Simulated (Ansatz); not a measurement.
Total energies of C$_{2}$H$_{8}$SSi$_{2}$ (`[SiH3]C[SiH2]C=S`).

Z-matrix (Å, degrees):
```
Si
C 1 1.874
H 1 1.488 2 109.3
H 1 1.487 2 111.0 3 119.8
H 1 1.486 2 111.0 3 -119.2
Si 2 1.859 1 113.8 3 73.3
H 2 1.095 1 109.1 3 -166.5
H 2 1.094 1 108.8 3 -49.1
C 6 1.885 2 110.5 1 79.4
H 6 1.491 2 112.8 1 -161.5
H 6 1.491 2 112.1 1 -40.2
S 9 1.611 6 124.2 2 7.4
H 9 1.095 6 117.5 2 -173.3
```

Total charge 0; spin multiplicity 1. All single points use the PBE0-D4/def2-TZVP geometry. It is one conformer, not always the lowest. Basis def2-TZVPP, the Gaussian-basis code of Ansatz.

RPA on PBE orbitals: Hartree–Fock energy of these orbitals -1055.76330 Eh, correlation -1.35329 Eh (frozen core).

```json
{"functional": "LDA (SPW92)", "energy without D4 (Eh)": "-1053.76526", "D4 term (kJ/mol)": "–"}
{"functional": "PBE", "energy without D4 (Eh)": "-1057.64646", "D4 term (kJ/mol)": "-35.2"}
{"functional": "revPBE", "energy without D4 (Eh)": "-1058.01759", "D4 term (kJ/mol)": "-96.3"}
{"functional": "BLYP", "energy without D4 (Eh)": "-1058.17930", "D4 term (kJ/mol)": "-75.6"}
{"functional": "r2SCAN", "energy without D4 (Eh)": "-1058.10643", "D4 term (kJ/mol)": "-8.8"}
{"functional": "B97M-V", "energy without D4 (Eh)": "-1057.99348", "D4 term (kJ/mol)": "–"}
{"functional": "PBE0", "energy without D4 (Eh)": "-1057.75106", "D4 term (kJ/mol)": "-30.3"}
{"functional": "B3LYP", "energy without D4 (Eh)": "-1058.30575", "D4 term (kJ/mol)": "-57.0"}
{"functional": "r2SCANh", "energy without D4 (Eh)": "-1058.09809", "D4 term (kJ/mol)": "-9.5"}
{"functional": "r2SCAN0", "energy without D4 (Eh)": "-1058.08684", "D4 term (kJ/mol)": "-10.6"}
{"functional": "HSE06 (plane-wave form)", "energy without D4 (Eh)": "-1057.72523", "D4 term (kJ/mol)": "-28.5"}
{"functional": "BHLYP", "energy without D4 (Eh)": "-1058.18448", "D4 term (kJ/mol)": "-46.2"}
{"functional": "CAM-B3LYP", "energy without D4 (Eh)": "-1058.20983", "D4 term (kJ/mol)": "-31.3"}
{"functional": "LC-ωPBE", "energy without D4 (Eh)": "-1057.88462", "D4 term (kJ/mol)": "–"}
{"functional": "ωB97X-V", "energy without D4 (Eh)": "-1058.06533", "D4 term (kJ/mol)": "–"}
{"functional": "ωB97M-V", "energy without D4 (Eh)": "-1058.12364", "D4 term (kJ/mol)": "–"}
{"functional": "B2PLYP", "energy without D4 (Eh)": "-1057.79262", "D4 term (kJ/mol)": "–"}
{"functional": "PBE-QIDH", "energy without D4 (Eh)": "-1057.48554", "D4 term (kJ/mol)": "–"}
```

B3LYP takes the VWN-RPA correlation (the form of Gaussian; ORCA's B3LYP/G). HSE06 is the plane-wave form, built on full-range PBE exchange. The double hybrids freeze the cores in their second-order part.

LC-ωPBE has ω = 0.4 bohr⁻¹.
